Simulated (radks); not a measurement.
The numbers below are computed, except where a source is named.
Task: These are the eigenvalues of the occupied orbitals of an atom or ion with whole-number occupations (hartree). Level of theory: scalar-relativistic Kohn-Sham, PBEsol, spin-polarised, spherical densities, finite nucleus; Fermi nuclear charge, rms radius of each element as measured or else 0.836 A^(1/3) + 0.57 fm (a radial shooting solver on a logarithmic mesh with Libxc functionals).

orbital  eigenvalue
1s up     -1165.407
1s down   -1165.406
2s up     -181.8623
2s down   -181.8500
2p up     -163.6721
2p down   -163.6625
3s up     -39.10701
3s down   -39.10020
3p up     -33.19375
3p down   -33.18615
3d up     -24.24884
3d down   -24.23772
4s up      -9.59639
4s down    -9.55804
4p up      -7.74038
4p down    -7.70201
4d up      -5.00328
4d down    -4.96622

Which element is it, and in what charge state? The configuration may be excited. Open shells, if any, are filled with parallel spins first.

Result: Z = 52, tellurium, charge +7: Te7+ in [Kr] 4d9. The list shows which subshells hold electrons but not how many an open one holds; the 1s level, -1165.4 hartree, gives Z - s = 48.3 by -(Z - s)^2/2, which with screening and relativity narrows Z to a few neighbours, and the depths of the outer levels then fix element, charge and occupations together.
